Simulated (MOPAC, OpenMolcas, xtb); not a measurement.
C2H3F2Si (SMILES [H]/[C]=C\[SiH](F)F): the dipole moment, rung by rung

C2H3F2Si has 8 atoms, charge 0, and is taken as a doublet. As SMILES, `[H]/[C]=C\[SiH](F)F`. Geometry: relaxed at PBE0-D4/def2-TZVP. This is one conformer, not always the lowest.

```jsonl
{"atom": "C", "x (Å)": "0.8552", "y (Å)": "0.4751", "z (Å)": "1.4944"}
{"atom": "C", "x (Å)": "0.9487", "y (Å)": "0.1198", "z (Å)": "0.2419"}
{"atom": "Si", "x (Å)": "-0.6024", "y (Å)": "-0.2407", "z (Å)": "-0.6919"}
{"atom": "F", "x (Å)": "-0.5720", "y (Å)": "-1.7230", "z (Å)": "-1.2603"}
{"atom": "F", "x (Å)": "-0.7199", "y (Å)": "0.7134", "z (Å)": "-1.9556"}
{"atom": "H", "x (Å)": "0.0637", "y (Å)": "0.6358", "z (Å)": "2.2151"}
{"atom": "H", "x (Å)": "1.9215", "y (Å)": "0.0369", "z (Å)": "-0.2459"}
{"atom": "H", "x (Å)": "-1.8026", "y (Å)": "-0.0742", "z (Å)": "0.1464"}
```

Quantity: the dipole moment, in D. The values are calculated.

| level | kind | program | value (D) | CPU time |
| --- | --- | --- | --- | --- |
| PM7 | semi-empirical | MOPAC | 2.48 | under 2 s |
| GFN0-xTB | semi-empirical | xtb | 0.51 | under 2 s |
| UHF/cc-pVDZ | Hartree–Fock | OpenMolcas | 2.26 | 7.9 s |
| USVWN5/cc-pVDZ | LDA | OpenMolcas | 1.49 | 22 s |
| U-revPBE/cc-pVDZ | GGA | OpenMolcas | 1.48 | 39 s |
| UM06-L/cc-pVDZ | meta-GGA | OpenMolcas | 1.70 | 48 s |
| UPBE0/cc-pVDZ | global hybrid | OpenMolcas | 1.78 | 39 s |

The values span 0.51 to 2.48 D. Spin contamination of the reference (⟨S²⟩ at least 0.1 too high) touches UHF/cc-pVDZ. Magnitudes only. CPU times are rough (shared hosts, several kinds of processor and program).
